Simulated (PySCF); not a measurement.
Mapped SMILES: `[CH:1]#[C:2][c:3]1[p:4][cH:5][n:6][n:7]1[CH2:8][CH:9]=[CH2:10]`. Hydrogens are named by the atom that carries them. Ha(C10) is cis to C8; Hb(C10) is trans to C8.

Calculated, not measured (PySCF 2.14.0 with density-fitted response routines): geometry from PBE0-D3(BJ)/def2-SVP, PBE0/pcSseg-1 with gauge-including orbitals. Rapidly exchanging positions averaged, relativity neglected, single conformer, in vacuum.

Referencing at the same level of theory: ¹³C and ¹H against TMS; H3PO4 for ³¹P; NH3 for ¹⁵N.

| atoms | nucleus | count | δ (ppm) |
| --- | --- | --- | --- |
| H(C1) | ¹H | 1 | 4.22 |
| C3 | ¹³C | 1 | ? |
| H(C9) | ¹H | 1 | 6.08 |
| C5 | ¹³C | 1 | 168.5 |
| C9 | ¹³C | 1 | ? |
| N7 | ¹⁵N | 1 | 264.9 |
| N6 | ¹⁵N | 1 | 384.0 |
| C8 | ¹³C | 1 | 58.8 |
| C10 | ¹³C | 1 | 129.2 |
| Hb(C10) | ¹H | 1 | ? |
| C1 | ¹³C | 1 | 103.2 |
| P4 | ³¹P | 1 | 154.0 |
| H(C5) | ¹H | 1 | 8.62 |
| Ha(C10) | ¹H | 1 | 5.77 |
| C2 | ¹³C | 1 | ? |
| H(C8) | ¹H | 2 | ? |

Problem. Estimate the values marked ?.

Solution. 
- C3: 158.0 ppm, substituted aromatic carbon next to a ring nitrogen
- C9: 141.7 ppm, alkene CH; as expected for a trigonal carbon in a double bond
- C2: 78.1 ppm, alkyne carbon; sp carbons lie upfield of alkene carbons because the cylindrical π system leaves one tensor component strongly shielded
- Hb(C10): 5.60 ppm, hydrogen on a terminal =CH2 carbon; a vinylic proton, deshielded by the sp2 carbon and the C=C anisotropy
- H(C8): 4.90 ppm, hydrogen on an allylic sp3 CH2 bonded to N; its carbon carries N, which withdraws density

Shifts are as computed. Against solution values, carbons near 30 ppm lie about +2 ppm off and those near 130 ppm about +5 ppm. Of 1211 compounds with measured shifts, 218 miss one by over three times the rms of a fit or turn the order of signals round; such compounds aren't used in these exercises. Experimental scales use liquid or dissolved standards, which lie at an offset from isolated NH3 (liquid NH3: subtract about 20 ppm) and H3PO4. Unscaled 15N shifts of sp2 nitrogen come out 20 to 40 ppm too high even then.
